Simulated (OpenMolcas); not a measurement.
## Ionisation energies of germanium

- Program: OpenMolcas 26.06
- Basis: ANO-R3 [7s6p5d4f2g]
- Scalar Hamiltonian: X2C, finite nucleus
- Spin-orbit coupling: state interaction with AMFI integrals over the reference wave functions, term energies averaged over their components

Active shells in each charge state: the valence s, p shells, with orbitals averaged over the low states. Where CASPT2's correlated closed shells are named, they are those of the first ion.

A. CASSCF
B. SS-CASPT2, IPEA 0.25 Eh, imaginary shift 0.1 Eh (closed shells correlated: 3s 3p 3d)

Energies in eV between the lowest computed levels (charge -1 gives the electron affinity), named as in B; reference values from the NIST Atomic Spectra Database with their kind.

| From | To | A | B | Spin-orbit share in B | Reference |
| --- | --- | --- | --- | --- | --- |
| Ge- 4s2 4p3 4S* 3/2 | Ge 4s2 4p2 3P0 | 0.441 | 0.990 | -0.108 |  |
| Ge 4s2 4p2 3P0 | Ge+ 4s2 4p 2P* 1/2 | 7.078 | 7.785 | -0.024 | 7.899 (measured) |
| Ge+ 4s2 4p 2P* 1/2 | Ge2+ 4s2 1S0 | 14.820 | 15.826 | +0.135 | 15.935 (measured) |
| Ge2+ 4s2 1S0 | Ge3+ 4s 2S 1/2 | 33.199 | 34.004 | +0.000 | 34.058 (measured) |
| Ge3+ 4s 2S 1/2 | Ge4+ 3d10 1S0 | 44.606 | 45.745 | +0.000 | 45.715 (measured) |

Error against the reference values, in %:

```json
{"From": "Ge", "Reference": "measured", "A": "-10.4", "B": "-1.4"}
{"From": "Ge+", "Reference": "measured", "A": "-7.0", "B": "-0.7"}
{"From": "Ge2+", "Reference": "measured", "A": "-2.5", "B": "-0.2"}
{"From": "Ge3+", "Reference": "measured", "A": "-2.4", "B": "+0.1"}
```

Mean absolute error over the 4 measured values: A 0.98 eV, B 0.08 eV. B lies closest.

No diffuse functions were added, so the electron affinity comes out too small, and without dynamic correlation a bound anion can come out unbound.

* marks odd parity.
